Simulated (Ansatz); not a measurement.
Relaxation of BrClGeH$_{4}$ (7 atoms, charge 0, multiplicity 1), to a largest force component of 0.03 eV/Å in at most 50 steps.

Theory: RKS B3LYP-D4/def2-SVP in Ansatz.

```xyz
7
Properties=species:S:1:pos:R:3:forces:R:3
Ge -0.997 0.063 -0.190 0.03 -0.14 0.05
Cl -0.160 -1.805 0.652 0.04 0.21 -0.07
H -0.306 0.282 -1.545 -0.06 0.00 0.05
H -0.698 1.176 0.826 -0.04 -0.04 -0.05
H -2.504 -0.202 -0.339 -0.03 0.01 -0.01
H 2.064 -0.414 0.508 0.30 0.85 -0.28
Br 2.601 0.899 0.087 -0.24 -0.89 0.31
```

Task: Where does it end, and by what steps?

Result: The run converged. After 6 steps the energy has fallen by 0.059 eV; Br7 moved furthest, 0.35 Å.

| step | energy less start (eV) | largest force component (eV/Å) | accepted |
| --- | --- | --- | --- |
| 0 | 0.0000 | 0.895 | yes |
| 1 | -0.0364 | 0.245 | yes |
| 2 | -0.0480 | 0.228 | yes |
| 3 | -0.0530 | 0.109 | yes |
| 4 | -0.0579 | 0.045 | yes |
| 5 | -0.0587 | 0.105 | yes |
| 6 | -0.0595 | 0.008 | yes |

```xyz
7
Properties=species:S:1:pos:R:3
Ge -1.067 0.080 -0.208
Cl -0.017 -1.665 0.627
H -0.456 0.347 -1.589
H -0.848 1.240 0.773
H -2.546 -0.327 -0.299
H 2.046 -0.403 0.492
Br 2.888 0.728 0.204
```

Run time: 22 s on 2 threads of Arm Neoverse V1, on a shared host, peak memory 0.25 GiB.
